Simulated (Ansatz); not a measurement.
Reaction (redistribution): `CB(N)S` + `C[O][Al]([OH])[Cl]` → `NB(S)Cl` + `C[O][Al]([CH3])[OH]`

Program: Ansatz. Geometries: PBE0-D4/def2-TZVP. ΔE: electronic, gas phase. CCSD(T)/CBS is the MP2 limit (def2-TZVPP, def2-QZVPP) plus CCSD(T) − MP2 in def2-TZVPP, frozen cores. This one scheme is used for every species. Functionals use def2-TZVPP. B3LYP here is the variant with VWN-RPA as its local correlation; programs differ in this. Each species was taken in one conformer, which may not be the lowest.

| level | ΔE (kJ/mol) |
| --- | --- |
| r2SCAN | 80.5 |
| B3LYP | 79.1 |
| BHLYP | 86.1 |
| MP2/def2-SVP | 76.9 |

Question: What does CCSD(T)/CBS give? (An estimate is asked.)

Answer: The calculation gave: +82.5 kJ/mol. The listed levels differ from it by -2.0, -3.4, 3.6, -5.6 kJ/mol.

Largest T1 diagnostic among the species: 0.012.

Leaving LDA and LC-ωPBE aside and taking each functional with its dispersion term where it has one, the values, not all of them listed here, spread over 14.0 kJ/mol, from PBE-D4 to BHLYP-D4. From PBE to PBE0 (25 % exact exchange), in def2-TZVPP and without D4, ΔE moves by +6.1 kJ/mol. At CCSD(T), def2-SVP lies −5.8 kJ/mol from the extrapolated value and def2-TZVPP −1.0 kJ/mol.
